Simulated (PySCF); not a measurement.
C2H7BO2Si, SMILES OB(O)/C=C\[SiH3] at its GFN2-xTB optimised geometry (Å):

```
13

O     -0.9822    -2.6200     0.0014
B     -0.3409    -1.4163     0.0000
O      1.0105    -1.4163     0.0000
C     -1.0417    -0.0203     0.0000
C     -0.3318     1.1085    -0.0014
Si     1.5527     1.1745    -0.0013
H     -1.9365    -2.5872     0.0036
H      1.4261    -2.2790     0.0003
H     -2.1290     0.0348     0.0010
H     -0.8614     2.0560    -0.0016
H      1.8546     2.6200    -0.0014
H      2.1269     0.6209    -1.2263
H      2.1290     0.6189     1.2219
```

Calculation: B3LYP/def2-TZVP (PySCF 2.14.0).

Map of the deformation density (molecule minus spherical neutral atoms) (e/bohr³) on the plane z = 1.2 Å:

```
|111111111111111111111111111|
|111111111111111111111111111|
|111111111111111111111111111|
|111111111111111111111111111|
|111111111111111111111111111|
|111111111111111111111111111|
|111111111111100001111111111|
|111111111100000000001111111|
|111111111000000000000111111|
|111111111000000000111111111|
|111111110000000002431111111|
|111111110001000013971111111|
|111111100001100012541111111|
|111111100000000001111111111|
|111111100000000000011111111|
|111111100000000011111111111|
|111111110000000111111111111|
|111111110000000111111111111|
|111111100000000000011111111|
|111111100011000000011111111|
|111111100111100000111111111|
|111111110111111111111111111|
|111111111111111111111111111|
|111111111111111111111111111|
|111111111111111111111111111|
|111111111111111111111111111|
|111111111111111111111111111|
```
Scale: ten equal steps from -0.009 (start of '0') to 0.067 (end of '9'), in the order '0123456789'; x runs from -5.00 to 5.00, y from -5.00 (bottom) to 5.00 (top).
